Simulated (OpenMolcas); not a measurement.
Cr4+ among 6 point charges of -1 e arranged as a tetragonal octahedron (D4h), 1.89 Å from the ion, with the axial distance 1.550 Å.

```json
{
 "Program": "OpenMolcas",
 "Method": "CASSCF",
 "Basis": "ANO-RCC-VDZP [5s4p2d1f]",
 "Scalar Hamiltonian": "DKH2, point nucleus",
 "Active space": "2 electrons in 5 orbitals (3d)",
 "State averaging": "2S+1 = 3 even, 10 roots; 2S+1 = 1 even, 15 roots",
 "Spin-orbit coupling": "state interaction with AMFI integrals over the reference wave functions"
}
```

**Question.** What is the spin-free ground state (labels of D4, the rotations of D4h)?

**Answer.** 3E, 2-fold in its orbital part, 99 % from free-ion F terms; it has the highest spin that d2 allows.

**Question.** Where is the first state of the same spin?

**Answer.** 3A2 at 1290 cm-1 above the ground state.

**Question.** What are the lowest two levels with spin-orbit coupling?

**Answer.** A 1-fold level B1, then a 1-fold level B2 28.3 cm-1 above it. Their leading multiplicities are 3 (100 %) and 3 (100 %).

**Question.** What is χT at 300 K, and how does it compare with the textbook value?

**Answer.** The lowest level has 2S+1 = 3, for which the spin-only value is χT = S(S+1) / 2 = 1.000 cm3 K/mol (g = 2). The computed 0.580 at 300 K differs by -0.420, through orbital momentum, spin-orbit coupling and any other state in reach.

An orbital doublet at a regular site is open to a Jahn-Teller distortion, which this geometry leaves out. Without dynamic correlation the repulsion within the d shell is too large (B by tens of per cent), so at a given field states of lower spin stand too high. Point charges carry no covalency, so the field is a model and not that of real ligands. No measured value stands beside these numbers.
